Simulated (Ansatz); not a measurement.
Reactions of C₂H₅BO (`CC1BO1`).

Gas-phase electronic energies from Ansatz, PBE0-D4/def2-TZVP geometries. CCSD(T)/CBS is the MP2 limit (def2-TZVPP, def2-QZVPP) plus CCSD(T) − MP2 in def2-TZVPP, frozen cores. This one scheme is used for every species, atoms too. Open shells (•) are unrestricted, without spin–orbit coupling. Spin–orbit coupling would lower the free atoms: a little for B, C, O. def2 core potentials past Kr. Bonds to In are less sure, by a few kJ/mol each and by 10 to 20 or more in all where they break to atoms, as the def2 sets lack core-valence functions. Each species was taken in one conformer, which may not be the lowest.

(1) Order these by ΔE at CCSD(T)/CBS, lowest first. (Estimate.)
A. `CC1BO1` + `[Cl][InH][Cl]` → `[Cl][In]([Cl])[CH]1BO1` + CH₄
B. `CC1BO1` + H₂S → `SC1BO1` + CH₄
C. `CC1BO1` → B• + 2 C• + 5 H• + O•
D. `CC1BO1` → `B1CO1` + `[CH2]` (triplet)
E. `CC1BO1` → `BC(=C)O`
F. `CC1BO1` → `BC1CO1`
G. `CC1BO1` + `[NH2][Al]([OH])[SH]` → `C[NH][Al]([OH])[SH]` + `B1CO1`

Largest T1 diagnostic: 0.016, for `SC1BO1`.

## Answers

(1) A (-21.5 kJ/mol), B (+3.0 kJ/mol), G (+57.1 kJ/mol), E (+84.5 kJ/mol), F (+170.0 kJ/mol), D (+448.4 kJ/mol), C (+3605.2 kJ/mol).
